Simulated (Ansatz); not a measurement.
## Worked example: the barrier

An elementary step of BN2H4Cl, closed shell (BN₂H₄Cl ([NH2][B]([NH2])[Cl]) → BNHCl ([NH][B][Cl]) + NH₃ (still joined by a long B–N bond); bonds formed: N2–H4; bonds broken: N3–H4; bonds weakened to dative contacts: B1–N2). “Start” is the structure reached by relaxing down from the saddle towards the reactants; PBE0-D4/def2-TZVP structures. The saddle:

```
8
angstrom
B -0.5115 0.1837 0.3011
N 0.8126 0.4093 -0.4896
N -0.5271 -1.1667 0.3326
H 0.6276 -0.8145 -0.3597
Cl -1.5157 1.5171 0.8756
H 0.7359 0.8178 -1.4134
H 1.5816 0.8412 0.0087
H -1.2034 -1.7878 0.7447
```

Computed with Ansatz 0.2.0 (basis: def2-TZVPP and def2-QZVPP); correlated methods freeze the cores.

Energies in eV:

| quantity | saddle | start |
| --- | --- | --- |
| Hartree–Fock, triple zeta (X = 3) | -16204.54728 | -16207.81383 |
| Hartree–Fock, quadruple zeta (X = 4) | -16205.06455 | -16208.34346 |
| MP2 correlation, X = 3 | -20.12874 | -19.42429 |
| MP2 correlation, X = 4 | -21.68051 | -20.98300 |
| CCSD(T) correlation, X = 3 | -21.79237 | -21.13581 |

(1) Work out the barrier at the basis limit: extrapolate Hartree–Fock as E(X) = E∞ + A exp(−7.88 √X) and the MP2 correlation as E(X) = E∞ + B X^−2.97 (the exponents that Neese and Valeev fitted for def2-TZVPP and QZVPP), then add CCSD(T) − MP2 in triple zeta.

T1 diagnostic: at most 0.014.

Answers

(1) Each step is linear, so take the differences first (saddle − start): Hartree–Fock 3.26655 (X = 3) and 3.27891 (X = 4); MP2 correlation -0.70445 and -0.69751; CCSD(T) correlation -0.65656.
Two points give E∞ = E(4) + w [E(4) − E(3)], with w = 1/(exp(7.88 (2 − √3)) − 1) = 0.1377 for Hartree–Fock and w = 1/((4/3)^2.97 − 1) = 0.7407 for the correlation.
Hartree–Fock: 3.27891 + 0.1377 × 0.01236 = 3.2806 eV.
MP2 correlation: -0.69751 + 0.7407 × 0.00694 = -0.6924 eV.
CCSD(T) − MP2: -0.65656 − (-0.70445) = 0.0479 eV.
Sum: 3.2806 + (-0.6924) + 0.0479 = 2.6361 eV, or 60.79 kcal/mol. Plain CCSD(T) in triple zeta gives 2.6100 eV, so the larger basis shifts the result by 0.0261 eV.

Labels in which every atom is bracketed show which atoms are joined, not bond orders.

For scale, one of the runs: CCSD(T)/def2-TZVPP, 191 basis functions, launched by `ansatz run in.yaml --threads 2 --pin off --events-out ev --progress --plain --max-ram 4352MiB`. Hardware: 2 CPU threads of an Arm Neoverse V1, shared host. Wall time 64 s; peak host memory 2.1 GiB.
